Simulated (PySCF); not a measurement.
**Telling isomers of C5H9ClO apart by NMR**

- GFN2-xTB geometry
- shielding tensors at PBE0/pcSseg-1 (GIAO)
- program: PySCF 2.14.0 with density-fitted response routines
- averaged over atoms made equivalent by symmetry, fast rotation or ring inversion, a single conformation, non-relativistic Hamiltonian, in vacuum

Shifts are taken against calculated references (same method and geometry level): ¹H and ¹³C against TMS. Where no couplings were computed, multiplicities follow the n + 1 count of equivalent neighbours, and m marks all less simple cases (inequivalent or close neighbours, rings, F or P nearby). Shifts are as computed. Against solution values, carbons near 30 ppm lie about +3 ppm off and those near 130 ppm about +5 ppm; carbons on Cl a further +6 ppm (rms about the fit 2.1 ppm; single classes can miss by 10 ppm). Of 1328 compounds with measured shifts, 309 miss one by over three times the rms of a fit or turn the order of signals round; such compounds aren't used in these exercises. Signals without a measured value on file couldn't be tested in this way; 1H shifts scatter by 0.2 ppm about their fit, and single ones miss by 0.5 ppm. Carbons bonded to Cl come out too deshielded.

(1) Tabulate the signals of `CC(C)(C)C(=O)Cl`, `COC/C(C)=C\Cl` and their relative energies.

(2) What is the quickest way to tell CC(C)(C)C(=O)Cl from COC/C(C)=C\Cl?

Answers

(1) 
```tsv
SMILES	carbon types	δC	δH	E rel. (kcal/mol)
CC(C)(C)C(=O)Cl	2×C 3×CH3	191.3, 49.6, 29.3	1.32 (s, 9H)	0.0
COC/C(C)=C\Cl	1×C 1×CH 1×CH2 2×CH3	144.3, 128.3, 72.3, 57.9, 21.0	6.19 (s, 1H), 4.36 (s, 2H), 3.35 (s, 3H), 1.89 (s, 3H)	35.4
```

Energies are electronic energies at PBE0/pcSseg-1 on these geometries, without zero-point or thermal terms, each for the one conformer computed, which needn't be the lowest.

(2) Count the carbon signals: 3 against 5. The first has a quaternary sp3 carbon α to a carbonyl (C) at 49.6 ppm, the second an alkene CH at 128.3 ppm. Their most deshielded carbons lie at 191.3 and 144.3 ppm. In the proton spectra the most deshielded non-exchanging signals are 1.32 (s, 9H) and 6.19 (s, 1H).
